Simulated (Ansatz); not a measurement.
Potential energy curve for NLi, lowest singlet found (which spin is the ground state isn't settled by this scan).

Methods: RKS-PBE = restricted PBE/aug-cc-pVDZ in Ansatz (a quantum-chemistry and plane-wave program); RKS-B3LYP = restricted B3LYP/aug-cc-pVDZ run with Ansatz; RMP2 = MP2 on RHF/aug-cc-pVDZ, frozen core run with Ansatz; FCI = full CI/aug-cc-pVDZ, frozen core (Ansatz).

Energies relative to the lowest point of each curve between 1.66 and 2.35 Å, where full CI is lowest, in kJ/mol:

```tsv
R / Å	RKS-PBE	RKS-B3LYP	RMP2
1.66	25.6	21.7	28.3
1.72	12.3	9.5	14.0
1.79	3.5	1.8	4.3
2.03	7.0	9.3	6.6
2.07	10.7	13.7	10.4
2.23	29.9	35.3	30.2
2.35	46.9	54.1	48.2
3.20	162.1	180.5	177.8
3.53	194.8	217.0	217.7
3.95	226.8	253.3	258.7
4.93	271.3	305.8	316.1
5.78	289.9	329.4	330.5
```

**Question.** Estimate the FCI values at these points.

**Answer.** 1.66: 29.6; 1.72: 15.0; 1.79: 5.0; 2.03: 5.5; 2.07: 8.9; 2.23: 27.2; 2.35: 44.0; 3.20: 160.2; 3.53: 190.8; 3.95: 215.1; 4.93: 232.9; 5.78: 235.2 (kJ/mol).

The scan ran from 1.42 to 6.77 Å; beyond the distances shown full CI changes its symmetry label. The restricted form behind RKS-PBE, RKS-B3LYP, RMP2 keeps the bonding electrons paired and can't separate into open-shell fragments. The T1 diagnostic of CCSD on the restricted reference of RMP2 exceeds 0.045 at 3.20 to 6.77 Å. Also computed but left out beside FCI, since their determinant holds another spin at the minimum (<S²> over 0.7 above the pure value): UHF, UMP2, UCCSD, UCCSD(T), UCCSDT, UCCSDT(Q), UKS-B3LYP, UKS-CAM-B3LYP, UKS-PBE, UKS-B3LYP/6-31G*, UHF/STO-3G, UKS-B3LYP/LANL2DZ, UHF/3-21G.
